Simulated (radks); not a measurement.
Task: These are the eigenvalues of the occupied orbitals of an atom or ion with whole-number occupations (hartree). Calculated with a radial shooting solver on a logarithmic mesh with Libxc functionals: non-relativistic Kohn-Sham, PBE, spin-polarised, spherical densities, point nucleus.

| orbital | eigenvalue |
|---|---|
| 1s | -66.26249 |
| 2s | -5.88519 |
| 2p | -4.29748 |
| 3s | -1.04653 |

Which element is it, and in what charge state? The configuration may be excited. Open shells, if any, are filled with parallel spins first.

Result: Z = 14, silicon, charge +2: Si2+ in [Ne] 3s2. The list shows which subshells hold electrons but not how many an open one holds; the 1s level, -66.262 hartree, gives Z - s = 11.5 by -(Z - s)^2/2, which with screening narrows Z to a few neighbours, and the depths of the outer levels then fix element, charge and occupations together.
